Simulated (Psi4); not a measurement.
benzonitrile (C₇H₅N), singlet, geometry from GFN2-xTB; Psi4 with MP2/6-31G.

Psi4 was given this input:
```
memory 2 GB

molecule mol {
0 1
N     3.119550    0.555099    0.020989
C     1.990922    0.354269    0.013396
C     0.598413    0.106483    0.004026
C    -0.297591    1.172263    0.091701
C    -1.656572    0.922704    0.081966
C    -2.125845   -0.378277   -0.014303
C    -1.235393   -1.437306   -0.101424
C     0.126265   -1.202749   -0.092854
H     0.079333    2.181717    0.166310
H    -2.353095    1.745007    0.149647
H    -3.188909   -0.567441   -0.021456
H    -1.604569   -2.449242   -0.176276
H     0.829201   -2.020051   -0.160197
}

set {
  basis 6-31g
  reference rhf
  freeze_core true
}

energy('mp2')
print_variables()
```

Task: Predict the main parts of the log of this Psi4 run.

Result: 
```
    SCF Algorithm Type (re)set to DF.

   => Loading Basis Set <=

    Name: 6-31G
    Role: ORBITAL
    Keyword: BASIS

         ---------------------------------------------------------
                                   SCF
               by Justin Turney, Rob Parrish, Andy Simmonett
                          and Daniel G. A. Smith
                              RHF Reference
         ---------------------------------------------------------

  ==> Geometry <==

    Molecular point group: c1
    Full point group: C1

    Geometry (in Angstrom), charge = 0, multiplicity = 1:

       Center              X                  Y                   Z               Mass
    ------------   -----------------  -----------------  -----------------  -----------------
         N            3.059391873480     0.544394254549     0.020584252349    14.003074004430
         C            1.930763873480     0.343564254549     0.012991252349    12.000000000000
         C            0.538254873480     0.095778254549     0.003621252349    12.000000000000
         C           -0.357749126520     1.161558254549     0.091296252349    12.000000000000
         C           -1.716730126520     0.911999254549     0.081561252349    12.000000000000
         C           -2.186003126520    -0.388981745451    -0.014707747651    12.000000000000
         C           -1.295551126520    -1.448010745451    -0.101828747651    12.000000000000
         C            0.066106873480    -1.213453745451    -0.093258747651    12.000000000000
         H            0.019174873480     2.171012254549     0.165905252349     1.007825032230
         H           -2.413253126520     1.734302254549     0.149242252349     1.007825032230
         H           -3.249067126520    -0.578145745451    -0.021860747651     1.007825032230
         H           -1.664727126520    -2.459946745451    -0.176680747651     1.007825032230
         H            0.769042873480    -2.030755745451    -0.160601747651     1.007825032230

  Running in c1 symmetry.

  Rotational constants: A =      0.19103  B =      0.05255  C =      0.04122 [cm^-1]
  Rotational constants: A =   5727.02905  B =   1575.54224  C =   1235.61631 [MHz]
  Nuclear repulsion =  301.874755139008300

  Charge       = 0
  Multiplicity = 1
  Electrons    = 54
  Nalpha       = 27
  Nbeta        = 27

  ==> Algorithm <==

  SCF Algorithm Type is DF.
  DIIS enabled.
  MOM disabled.
  Fractional occupation disabled.
  Guess Type is SAD.
  Energy threshold   = 1.00e-08
  Density threshold  = 1.00e-08
  Integral threshold = 1.00e-12

  ==> Primary Basis <==

  Basis Set: 6-31G
    Blend: 6-31G
    Number of shells: 50
    Number of basis functions: 82
    Number of Cartesian functions: 82
    Spherical Harmonics?: false
    Max angular momentum: 1

   => Loading Basis Set <=

    Name: (6-31G AUX)
    Role: JKFIT
    Keyword: DF_BASIS_SCF

  ==> Integral Setup <==

  SCF_SUBTYPE=INCORE selected. In-core MEM_DF algorithm will be used.
  Using in-core AOs.

  ==> MemDFJK: Density-Fitted J/K Matrices <==

    J tasked:                   Yes
    K tasked:                   Yes
    wK tasked:                   No
    Algorithm:                 Core
    Schwarz Cutoff:           1E-12
    Mask sparsity (%):       2.8554
    Fitting Condition:        1E-10

   => Auxiliary Basis Set <=

  Basis Set: (6-31G AUX)
    Blend: CC-PVDZ-JKFIT
    Number of shells: 237
    Number of basis functions: 773
    Number of Cartesian functions: 773
    Spherical Harmonics?: false
    Max angular momentum: 3

  Minimum eigenvalue in the overlap matrix is 5.9412288895E-04.
  Reciprocal condition number of the overlap matrix is 1.0434945986E-04.
    Using symmetric orthogonalization.

  ==> Pre-Iterations <==

  SCF Guess: Superposition of Atomic Densities via on-the-fly atomic UHF (no occupation information).

   -------------------------
    Irrep   Nso     Nmo
   -------------------------
     A         82      82
   -------------------------
    Total      82      82
   -------------------------

  ==> Iterations <==

                           Total Energy        Delta E     RMS |[F,P]|

   @DF-RHF iter SAD:  -321.40870682937884   -3.21409e+02   0.00000e+00
   @DF-RHF iter   1:  -322.19161025055956   -7.82903e-01   5.41853e-03 DIIS/ADIIS
   @DF-RHF iter   2:  -322.25821726702350   -6.66070e-02   4.28744e-03 DIIS/ADIIS
   @DF-RHF iter   3:  -322.30912818740308   -5.09109e-02   8.05774e-04 DIIS/ADIIS
   @DF-RHF iter   4:  -322.31180722185718   -2.67903e-03   2.14453e-04 DIIS/ADIIS
   @DF-RHF iter   5:  -322.31201345910927   -2.06237e-04   4.01531e-05 DIIS
   @DF-RHF iter   6:  -322.31202242817471   -8.96907e-06   1.69437e-05 DIIS
   @DF-RHF iter   7:  -322.31202455168335   -2.12351e-06   6.67501e-06 DIIS
   @DF-RHF iter   8:  -322.31202502427885   -4.72596e-07   3.26007e-06 DIIS
   @DF-RHF iter   9:  -322.31202523945865   -2.15180e-07   1.44573e-06 DIIS
   @DF-RHF iter  10:  -322.31202529169207   -5.22334e-08   3.26242e-07 DIIS
   @DF-RHF iter  11:  -322.31202529336701   -1.67495e-09   6.38912e-08 DIIS
   @DF-RHF iter  12:  -322.31202529338697   -1.99520e-11   1.59613e-08 DIIS
   @DF-RHF iter  13:  -322.31202529338907   -2.10321e-12   3.30427e-09 DIIS
  Energy and wave function converged.

  ==> Post-Iterations <==

    Orbital Energies [Eh]
    ---------------------

    Doubly Occupied:

[...]
    Virtual:

[...]
      82A      2.172524

    Final Occupation by Irrep:
              A
    DOCC [    27 ]
    NA   [    27 ]
    NB   [    27 ]

  @DF-RHF Final Energy:  -322.31202529338907

   => Energetics <=

    Nuclear Repulsion Energy =            301.8747551390083004
    One-Electron Energy =               -1032.2321550738770384
    Two-Electron Energy =                 408.0453746414796115
    Total Energy =                       -322.3120252933890697

Computation Completed

Properties will be evaluated at   0.000000,   0.000000,   0.000000 [a0]

Properties computed using the SCF density matrix

 Multipole Moments:

 ------------------------------------------------------------------------------------
     Multipole            Electronic (a.u.)      Nuclear  (a.u.)        Total (a.u.)
 ------------------------------------------------------------------------------------

 L = 1.  Multiply by 2.5417464519 to convert [e a0] to [Debye]
 Dipole X            :          4.2627952           -6.1388393           -1.8760441
 Dipole Y            :          0.7585318           -1.0923586           -0.3338268
 Dipole Z            :          0.0286819           -0.0413044           -0.0126225
 Magnitude           :                                                    1.9055553

 ------------------------------------------------------------------------------------

  //>>>>>>>>>>>>>>>>>>>>>>>>>>>>>>>>>>>//
  //               DFMP2               //
  //<<<<<<<<<<<<<<<<<<<<<<<<<<<<<<<<<<<//

   => Loading Basis Set <=

    Name: (6-31G AUX)
    Role: RIFIT
    Keyword: DF_BASIS_MP2

	 --------------------------------------------------------
	                          DF-MP2
	      2nd-Order Density-Fitted Moller-Plesset Theory

	        Rob Parrish, Justin Turney, Andy Simmonett,
	           Ed Hohenstein, and C. David Sherrill
	 --------------------------------------------------------

   => Auxiliary Basis Set <=

  Basis Set: (6-31G AUX)
    Blend: CC-PVDZ-RI
    Number of shells: 174
    Number of basis functions: 518
    Number of Cartesian functions: 603
    Spherical Harmonics?: true
    Max angular momentum: 3

	 --------------------------------------------------------
	                 NBF =    82, NAUX =   518
	 --------------------------------------------------------
	   CLASS    FOCC     OCC    AOCC    AVIR     VIR    FVIR
	   PAIRS       8      27      19      55      55       0
	 --------------------------------------------------------

	-----------------------------------------------------------
	 ==================> DF-MP2 Energies <====================
	-----------------------------------------------------------
	 Reference Energy          =    -322.3120252933890697 [Eh]
	 Singles Energy            =      -0.0000000000000000 [Eh]
	 Same-Spin Energy          =      -0.1877306309290716 [Eh]
	 Opposite-Spin Energy      =      -0.5258398290830597 [Eh]
	 Correlation Energy        =      -0.7135704600121313 [Eh]
	 Total Energy              =    -323.0255957534012055 [Eh]
	-----------------------------------------------------------
	 ================> DF-SCS-MP2 Energies <==================
	-----------------------------------------------------------
	 SCS Same-Spin Scale       =       0.3333333333333333 [-]
	 SCS Opposite-Spin Scale   =       1.2000000000000000 [-]
	 SCS Same-Spin Energy      =      -0.0625768769763572 [Eh]
	 SCS Opposite-Spin Energy  =      -0.6310077948996716 [Eh]
	 SCS Correlation Energy    =      -0.6935846718760288 [Eh]
	 SCS Total Energy          =    -323.0056099652650801 [Eh]
	-----------------------------------------------------------

  Variable Map:
  ----------------------------------------------------------------------------
[...]
  Array Variable Map:
  ----------------------------------------------------------------------------
[...]
[...]
```
